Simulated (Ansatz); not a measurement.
Several settings on one geometry of Al12P12, a nanocrystal cut from wurtzite AlP (bare) (that of the charge 0 singlet, r2SCAN-D4/def2-SVP). Ansatz on 2 threads of AMD EPYC 7R13 on a shared host and a share (18 GiB) of an NVIDIA H100 80GB HBM3; times are rough.

```xyz
24

P    -0.0125   -2.5305   -3.6554
Al   -1.6463   -0.9410   -3.3101
Al   -0.0062   -2.1368   -1.2557
P    -2.2895   -1.3165   -1.1099
P    -0.0009   -2.6394    1.1137
Al   -1.8489   -1.0657    1.2580
Al    0.0040   -1.8915    3.3128
P    -2.1873   -1.2637    3.6578
P    -2.1997    1.2715   -3.6472
Al   -1.8507    1.0712   -1.2493
P    -2.2812    1.3228    1.1199
Al   -1.6283    0.9468    3.3171
Al    1.6282   -0.9464   -3.3178
P     2.2805   -1.3231   -1.1206
Al    1.8519   -1.0720    1.2504
P     2.1986   -1.2705    3.6493
P     2.1866    1.2643   -3.6582
Al   -0.0046    1.8917   -3.3123
Al    1.8493    1.0655   -1.2582
P     0.0025    2.6395   -1.1132
P     2.2906    1.3146    1.1101
Al    0.0063    2.1359    1.2550
Al    1.6457    0.9418    3.3101
P     0.0119    2.5316    3.6539
```

Totals from different functionals, basis sets or treatments of relativity can't be compared as stabilities.

The spins typed aren't always the lowest for that charge.

(1) Give the basis size and estimate the energy, ⟨S²⟩ and time of these runs.

| run | method | charge | state | further keys |
| --- | --- | --- | --- | --- |
| 1 | UKS PBEsol/6-31G | 1 | doublet | fitting: {mean_field: def2-universal-jkfit}; scf: {lower_state_search: full}; forces asked |
| 2 | RKS rPW86-PBE-D3(BJ)/6-31G | 0 | singlet | point_charges: [{charge: -1.00, position_ang: [5.461, 0.481, 0.915]}]; scf: {omitted_lower_state_checks: [starts]} |
| 3 | UKS rPW86-PBE/STO-3G | 0 | singlet | fitting: {mean_field: def2-universal-jkfit}; forces asked |
| 4 | UKS PBE0-D3(BJ)/6-31G | -1 | doublet | scf: {omitted_lower_state_checks: [starts]} |

Answers

(1) 
```json
{"run": "1", "functions": "312", "energy (Eh)": "-6989.0097", "⟨S²⟩": "0.75", "wall time": "76 s"}
{"run": "2", "functions": "312", "energy (Eh)": "-7012.5516", "⟨S²⟩": "–", "wall time": "6 s"}
{"run": "3", "functions": "216", "energy (Eh)": "-6931.2289", "⟨S²⟩": "0.00", "wall time": "15 s"}
{"run": "4", "functions": "312", "energy (Eh)": "-7002.7467", "⟨S²⟩": "0.76", "wall time": "19 s"}
```

The highest occupied level of an anion often lies above zero with these methods, and sets without diffuse functions describe the outer electron poorly.
